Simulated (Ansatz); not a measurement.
A structure relaxed at PBE-D4/def2-SVPD in Ansatz, charge -1, doublet:

Cartesian coordinates in Å:
```
Cs 2.080 -0.132 -2.033
Cs -1.232 -2.996 -1.090
Cs -1.333 2.584 0.131
Cs 0.321 0.007 3.408
Cl -1.276 0.203 -2.227
Cl -2.198 2.104 3.244
Cl 1.812 -3.378 -2.255
Cl 1.826 1.609 0.821
```

(1) Give its formula and point group.

(2) Summarise the bond lengths by kind (pairs closer than 1.2 times the sum of covalent radii, bridged metal pairs left out).

Answers

(1) Cs₄Cl₄⁻. Point group C2 (tolerance 0.1 Å).

(2) 10 × Cl–Cs 3.27 to 3.40 Å; 1 × Cs–Cs 5.63 Å.

In the def2 sets Cs takes a core potential; there is no spin–orbit coupling. The highest occupied level of the charge -1 doublet lies above zero (up to 0.45 eV). The electron is either unbound and held by the finite basis, or the level is raised by self-interaction error. Another isomer (doublet) lies 0.12 eV lower at PBE0-D4/def2-TZVPD; other spin states weren't run for this one.
